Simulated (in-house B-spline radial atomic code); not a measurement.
The numbers below are computed, except where a source is named.
# C6 from the polarisability at imaginary frequency: the carbon ion C²⁺

wB97X linear response of the closed shell [He] 2s2, from a B-spline radial code for spherical atoms; non-relativistic, point nucleus, no spin-orbit coupling.

The dispersion coefficient of two like species is C6 = (3/π) ∫ α(iu)² du from 0 to ∞.

```json
{"u (hartree)": "0", "α(iu) (bohr³)": "4.459"}
{"u (hartree)": "0.156", "α(iu) (bohr³)": "3.983"}
{"u (hartree)": "0.364", "α(iu) (bohr³)": "2.738"}
{"u (hartree)": "0.624", "α(iu) (bohr³)": "1.634"}
{"u (hartree)": "1.04", "α(iu) (bohr³)": "0.8446"}
{"u (hartree)": "1.56", "α(iu) (bohr³)": "0.4683"}
{"u (hartree)": "2.34", "α(iu) (bohr³)": "0.2505"}
{"u (hartree)": "3.64", "α(iu) (bohr³)": "0.1234"}
{"u (hartree)": "5.2", "α(iu) (bohr³)": "0.0691"}
{"u (hartree)": "7.79", "α(iu) (bohr³)": "0.03593"}
{"u (hartree)": "13", "α(iu) (bohr³)": "0.01571"}
{"u (hartree)": "26", "α(iu) (bohr³)": "0.00486"}
```

Question: Fit one oscillator, α(iu) = α(0)/(1 + u²/ω²), through u = 0.364 and estimate C6.

Answer: From α(0)/α(iu) − 1 = 4.459/2.738 − 1 = 0.6286, ω = u/√0.6286 = 0.4591 hartree (12.5 eV). London's formula gives C6 = (3/4) α(0)² ω = 0.75 × 4.459² × 0.4591 = 6.846 hartree·bohr⁶, and the oscillator holds f = α(0) ω² = 0.94 electrons, of a sum of oscillator strengths of 4.0.

Question: How does that compare with the full integral?

Answer: The program's quadrature over all excitations gives C6 = 7.092, so the single oscillator is off by -3.5 %. At the last point the fit gives α = 0.00139 against 0.00486: higher excitations, and deeper shells where there are any, keep the true curve higher at large u.
